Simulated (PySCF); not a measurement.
Isomers of C4H3F5O, one GFN2-xTB conformer each. Single-point energies are computed at PBE0/pcSseg-1 (PySCF, gas phase, no added dispersion term), electronic only.

Task: Rank them by PBE0/pcSseg-1 energy, lowest first (kJ/mol).
A. `[F:1][CH2:2][O:3]/[C:4]([F:5])=[CH:6]\[C:7]([F:8])([F:9])[F:10]` with F1–C2–O3–C4 71°, C2–O3–C4–F5 14°
B. `[F:1]/[CH:2]=[C:3](/[F:4])[CH2:5][O:6][C:7]([F:8])([F:9])[F:10]` with C2–C3–C5–O6 76°, C3–C5–O6–C7 65°
C. `[CH2:1]=[C:2]([O:3][C:4]([F:5])([F:6])[F:7])[CH:8]([F:9])[F:10]` with C1–C2–O3–C4 2°, C1–C2–C8–F9 -73°
D. `[F:1][C@@H:2]1[CH2:3][C@:4]1([F:5])[O:6][C:7]([F:8])([F:9])[F:10]` with C3–C4–O6–C7 -155°
E. `[F:1][C:2]([F:3])([F:4])[C:5]([F:6])([F:7])[C@@H:8]1[CH2:9][O:10]1` with C2–C5–C8–C9 130°

Result: C (0.0), A (17.0), B (37.2), D (42.4), E (48.5).

As drawn, the lowest has a C=C bond outside aromatic rings, which the highest lacks; the highest has a three-membered ring, which the lowest lacks. Neighbours under 10 kJ/mol apart (F/C=C(/F)COC(F)(F)F and F[C@@H]1C[C@]1(F)OC(F)(F)F; F[C@@H]1C[C@]1(F)OC(F)(F)F and FC(F)(F)C(F)(F)[C@@H]1CO1) can change places with a better method, another conformer or zero-point energy. GFN2-xTB itself gives, in the same order: 0.0, 16.7, 18.6, 7.5, 74.9. Both levels put the same isomer lowest; measured from each level's own lowest isomer, the values differ by up to 34.9 kJ/mol (F[C@@H]1C[C@]1(F)OC(F)(F)F: 7.5 against 42.4).

Task: Which frontier levels, dipoles and rotational constants go with these structures?

Result: 
```tsv
SMILES	HOMO (eV, PBE0/pcSseg-1)	LUMO (eV)	dipole (D)	A, B, C (MHz)
C=C(OC(F)(F)F)C(F)F	-8.39	-0.90	0.58	2778, 706.5, 684.0
FCO/C(F)=C\C(F)(F)F	-7.94	-0.39	3.12	2553, 731.8, 665.4
F/C=C(/F)COC(F)(F)F	-7.87	-0.56	2.52	2198, 883.0, 775.0
F[C@@H]1C[C@]1(F)OC(F)(F)F	-8.70	0.84	2.99	2153, 1094, 901.7
FC(F)(F)C(F)(F)[C@@H]1CO1	-8.75	1.19	2.64	2040, 1164, 1019
```
